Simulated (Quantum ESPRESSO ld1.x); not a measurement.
Q: All-electron atom: the niobium ion Nb2+ in [Kr] 4d1.5 5s1 5p0.5 (fractional occupations, a model configuration). Method: Dirac Kohn-Sham, BLYP, spin-unpolarised, spherical densities, point nucleus; open shells fill j = l - 1/2 first; computed with ld1.x of Quantum ESPRESSO 7.5. Some entries of the table are withheld. Estimate them.

orbital  occ.  eigenvalue (hartree)  <r> (bohr)
1s1/2       2                   (1)     0.03609
2s1/2       2              -97.5430      0.1577
2p1/2       2                   (2)      0.1346
2p3/2       4                   (3)      0.1391
3s1/2       2              -17.0103      0.4431
3p1/2       2              -14.0214      0.4386
3p3/2       4              -13.4507      0.4492
3d3/2       4              -8.17127      0.4309
3d5/2       6              -8.06497      0.4344
4s1/2       2              -3.00606       1.144
4p1/2       2              -2.16596       1.251
4p3/2       4              -2.08427       1.280
4d3/2     1.5              -0.86778       1.734
4d5/2       0              -0.85930       1.747
5s1/2       1              -0.71230       2.908
5p1/2     0.5              -0.52836         (4)
5p3/2       0              -0.51719         (5)

A: 
(1) 1s1/2 eigenvalue (hartree): -691.908
(2) 2p1/2 eigenvalue (hartree): -89.6004
(3) 2p3/2 eigenvalue (hartree): -86.0787
(4) 5p1/2 <r> (bohr): 3.398
(5) 5p3/2 <r> (bohr): 3.459
